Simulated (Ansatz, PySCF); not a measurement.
Pair of molecules: CH6OSi (SMILES CO[SiH3]) (first 9 atoms) with CH4 (SMILES C); geometry from B3LYP-D3(BJ)/def2-TZVP, rigid monomers moved along the line of their centres of mass till O2···H11 is 3.75 Å.
(charge 0, multiplicity 1):
```xyz
14

C     -1.60500    -0.46732     0.32159
O     -0.54919     0.46505     0.15077
Si     0.94893     0.03996    -0.38285
H     -2.47914     0.07433     0.68159
H     -1.85976    -0.95630    -0.62414
H     -1.34129    -1.23403     1.05664
H      1.55544    -0.98860     0.50003
H      1.76148     1.27187    -0.37187
H      0.88092    -0.52096    -1.75676
C      0.06363     0.05100     4.69947
H     -0.15804     0.72221     3.87171
H     -0.86199    -0.38428     5.07490
H      0.72325    -0.74370     4.35262
H      0.55329     0.60324     5.50061
```

Monomers are frozen at their geometry in the pair; levels with a basis set take the counterpoise correction.

The values were computed with Ansatz (Gaussian basis) for Hartree–Fock, density functionals and correlated methods; PySCF for the dispersion terms. Each number belongs to the level named beside it.

**Question.** Estimate the interaction energy that PBE0-D3(BJ)/def2-TZVPPD returns for this input.

**Answer.** -0.6 kcal/mol

**Question.** Predict the interaction energy from B3LYP/def2-TZVPPD.

**Answer.** 0.1 kcal/mol

**Question.** Estimate the interaction energy that PBE/def2-TZVPPD returns for this input.

**Answer.** -0.2 kcal/mol

Ansatz is an electronic-structure program.
